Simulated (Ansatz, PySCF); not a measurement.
Energy difference R1 → P1, each structure at its B3LYP-D3(BJ)/def2-TZVP stationary point, reached from a drawn start; harmonic modes at that level show minima.
R1, C4H4 (SMILES C#CC=C) (charge 0, multiplicity 1):
```xyz
8

C     -1.1485     0.7502     0.5478
C     -0.5889    -0.3240    -0.0113
C      0.7877    -0.4309    -0.3412
C      1.9484    -0.5525    -0.6324
H     -0.5669     1.6299     0.7896
H     -2.2056     0.7692     0.7751
H     -1.2011    -1.1906    -0.2414
H      2.9749    -0.6515    -0.8864
```
P1, C4H4 (SMILES C=C=C=C) (charge 0, multiplicity 1):
```xyz
8

C      1.8945    -0.2974     0.3150
C      0.6158    -0.0967     0.1024
C     -0.6158     0.0967    -0.1024
C     -1.8945     0.2974    -0.3150
H      2.2422    -0.8734     1.1651
H      2.6482     0.1058    -0.3520
H     -2.2422     0.8735    -1.1651
H     -2.6482    -0.1058     0.3520
```

P less R. No zero-point or thermal terms.

Cores are frozen in the correlated methods. CBS(a, b) extrapolates the correlation energy as X⁻³ and adds the Hartree–Fock energy of set b.

The values were computed with Ansatz (Gaussian basis) for Hartree–Fock, density functionals and correlated methods; PySCF for the D3/D4 terms. No computed number here is a measurement.

PBE/def2-TZVPP gives 37.8 meV for the reaction energy.

Q: Where do these levels fall relative to PBE: PBE-D3(BJ)/def2-TZVPP, r2SCAN/def2-TZVPP, PBE0/def2-TZVPP, wB97M-V/def2-TZVPP, B2PLYP/def2-TZVPP, MP2/CBS(cc-pVTZ, cc-pVQZ), CCSD(T)/CBS(cc-pVTZ, cc-pVQZ).

A: PBE-D3(BJ)/def2-TZVPP 7.8; r2SCAN/def2-TZVPP 52.4; PBE0/def2-TZVPP 118.9; wB97M-V/def2-TZVPP 273.7; B2PLYP/def2-TZVPP 247.5; MP2/CBS(cc-pVTZ, cc-pVQZ) 456.5; CCSD(T)/CBS(cc-pVTZ, cc-pVQZ) 325.1 meV. 7 of 7 lie above PBE; the widest gap is to MP2/CBS(cc-pVTZ, cc-pVQZ).

Ansatz is a quantum-chemistry and plane-wave program.
